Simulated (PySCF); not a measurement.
## Spin-rotation constants: `C[Se]C(C=C)=C`, C5H8Se

Geometry:
| atom | x (Å) | y (Å) | z (Å) |
| --- | --- | --- | --- |
| C1 | -1.298 | -1.452 | 0.427 |
| C2 | -1.281 | -0.117 | 0.330 |
| C3 | -0.253 | 0.781 | 0.861 |
| C4 | -0.427 | 2.112 | 0.903 |
| Se5 | 1.366 | 0.045 | 1.591 |
| C6 | 2.115 | -0.636 | -0.071 |
| H7 | -2.120 | -2.035 | 0.005 |
| H8 | -0.500 | -1.988 | 0.950 |
| H9 | -2.107 | 0.391 | -0.184 |
| H10 | -1.367 | 2.556 | 0.555 |
| H11 | 0.343 | 2.782 | 1.290 |
| H12 | 1.440 | -1.369 | -0.531 |
| H13 | 2.307 | 0.191 | -0.766 |
| H14 | 3.064 | -1.125 | 0.188 |

Method used: GIAO KT3/pcSseg-1 magnetisability, rotational g tensor and spin-rotation constants, non-relativistic, gas phase (PySCF). Geometry: PBE0-D3(BJ)/def2-SVP.

The calculation is non-relativistic, which matters for the atoms heavier than Zn.

Problem. Give the nuclear spin-rotation constants along the inertial axes (H = +C I·J) beside the isotropic shieldings.

Solution. Rotational constants 3.1176, 1.9150, 1.4538 GHz. A star marks the isotopologue with that one atom substituted, in its own axes.
| atom | isotope | Caa (kHz) | Cbb (kHz) | Ccc (kHz) | mean (kHz) | σ (ppm) |
| --- | --- | --- | --- | --- | --- | --- |
| H7 | 1H | 0.078 | -0.059 | -0.159 | -0.047 | 25.9 |
| H8 | 1H | 0.120 | -0.127 | -0.112 | -0.040 | 25.4 |
| H9 | 1H | 0.199 | -0.148 | -0.127 | -0.025 | 25.1 |
| H10 | 1H | 0.198 | -0.138 | -0.150 | -0.030 | 25.6 |
| H11 | 1H | 0.018 | -0.011 | -0.155 | -0.049 | 25.4 |
| H12 | 1H | -0.112 | -0.052 | -0.152 | -0.106 | 28.9 |
| H13 | 1H | -0.301 | -0.134 | -0.014 | -0.150 | 29.3 |
| H14 | 1H | 0.017 | -0.169 | -0.155 | -0.102 | 29.9 |
| C1 | 13C* | 1.303 | 0.578 | 0.244 | 0.708 | 66.2 |
| C2 | 13C* | 1.435 | 0.580 | 0.288 | 0.768 | 51.3 |
| C3 | 13C* | 1.501 | 0.682 | 0.270 | 0.818 | 38.3 |
| C4 | 13C* | 1.302 | 0.585 | 0.279 | 0.722 | 60.1 |
| Se5 | 77Se* | 4.108 | 3.494 | 2.711 | 3.438 | 1580.0 |
| C6 | 13C* | 0.476 | 0.300 | 0.195 | 0.323 | 164.6 |

For the geometry as given, no vibrational averaging.

Problem. How do the rotational constants and the g tensor change when H7, H8, H9, H10, H11, H12, H13, H14 are replaced by deuterium?

Solution. Constants 2.5476, 1.6726, 1.2506 GHz; g -0.0252, -0.0145, 0.0001, against -0.0311, -0.0165, 0.0003 before.
